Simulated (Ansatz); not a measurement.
Basis sets compared for (MeBPH)3 ring (C₃H₁₂B₃P₃). The state is a singlet with charge 0. Geometry PBE-D4/def2-SVP. Ansatz on 2 threads of AMD EPYC 7R13 on a shared host and a share (18 GiB) of an NVIDIA H100 80GB HBM3; times are rough, and most runs start from earlier orbitals.

Cartesian coordinates in Å:
```
B -0.4398 -1.4611 -0.0385
C -0.8819 -1.4143 -1.5411
P -1.7265 -0.9743 1.3454
B -0.8054 0.7247 1.0758
C -1.4185 1.7757 0.0886
P 0.9119 1.1048 1.9209
B 1.4775 0.0504 0.3796
C 1.9129 0.7897 -0.9316
P 1.4118 -1.8996 0.3929
H -1.7318 -0.7378 -1.7601
H -1.2586 -2.4472 -1.7430
H -0.0624 -1.2463 -2.2677
H -0.9273 -1.4102 2.4620
H -2.0955 1.3580 -0.6828
H -2.0628 2.4139 0.7423
H -0.6877 2.4663 -0.3771
H 0.8732 0.0083 2.8544
H 3.0170 0.9190 -0.8136
H 1.7771 0.2098 -1.8659
H 1.5031 1.8120 -1.0532
H 1.2140 -2.0419 1.8127
```

Binding counts from free atoms (B doublet, C triplet, P quartet, H doublet) in the same basis, without a counterpoise term.

| level | functions | energy (Eh) | HOMO (eV) | LUMO (eV) | binding per atom (eV) | wall time |
| --- | --- | --- | --- | --- | --- | --- |
| PBE-D4/def2-SVP | 198 | -1218.9677 | -5.69 | -4.14 | 3.92 | 1.5 s |
| PBE0-D4/def2-SVP | 198 | -1219.1037 | -6.77 | -3.45 | 3.87 | 2.2 s |

Q: Estimate the rows for PBE-D4/def2-TZVP (with forces), PBE0-D4/def2-TZVP.

A: 
| level | functions | energy (Eh) | HOMO (eV) | LUMO (eV) | binding per atom (eV) | wall time |
| --- | --- | --- | --- | --- | --- | --- |
| PBE-D4/def2-TZVP (with forces) | 369 | -1219.5234 | -5.79 | -4.25 | 3.89 | 3.5 s |
| PBE0-D4/def2-TZVP | 369 | -1219.6509 | -6.82 | -3.50 | 3.84 | 2.8 s |
